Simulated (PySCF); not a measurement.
What settings do to a single point of [BiCl4]−

The sound run of [BiCl4]− (singlet) uses PySCF 2.14.0, RKS r2SCAN, Bi def2-SVP with ECP60, Cl def2-SVP; non-relativistic Hamiltonian with scalar-relativistic core potentials where named; density fitting; no spin-orbit coupling, grid (50, 194), threshold 1e-8 Eh and 55 cycles, at the relaxed geometry:

```xyz
5

Bi    0.0049    0.2339    0.0000
Cl   -0.0267   -1.2861    2.1349
Cl   -0.0267   -1.2861   -2.1349
Cl    2.1429    1.7392    0.0000
Cl   -2.0688    1.8268    0.0000
```

There Bi1 has a Mulliken charge of 0.96 e and the dipole about the centre of mass is 0.02 D. Each run below changes one thing and starts from free metal ions and neutral atoms unless it says otherwise; with 55 cycles, smearing, a level shift and second-order steps follow where DIIS fails, and their cycles count. Energy shifts count from the sound run.

```csv
change,outcome,cycles,energy shift (eV),largest force component (eV/Å),charge on Bi1 (e),dipole about the centre of mass (D)
"grid (40, 110)",converged,10,-0.21,0.04,0.96,0.02
"Cl2 put 0.8 Å from Bi1, limit 70 cycles",converged,9,492.50,1836.69,0.89,5.80
```

One further run converged with energy shift (eV) 1.39, largest force component (eV/Å) 1.46, charge on Bi1 (e) 0.90, dipole about the centre of mass (D) 0.04. Which change was it?
A. all coordinates × 1.12
B. cycle limit 5
C. start from a density of up to 30 smeared cycles (not counted)

A.

And the other changes listed?


```tsv
change	outcome	cycles	energy shift (eV)	largest force component (eV/Å)	charge on Bi1 (e)	dipole about the centre of mass (D)
cycle limit 5	not converged	5	–	–	–	–
start from a density of up to 30 smeared cycles (not counted)	converged	7	0.0000	0.02	0.96	0.02
```

Unsound on purpose, so not properties of the compound: Cl2 put 0.8 Å from Bi1, limit 70 cycles.

Forces carry noise of the integration grid, about 0.01 to 0.03 eV/Å.

No frequency check is given that shows the relaxed geometry to be a minimum.
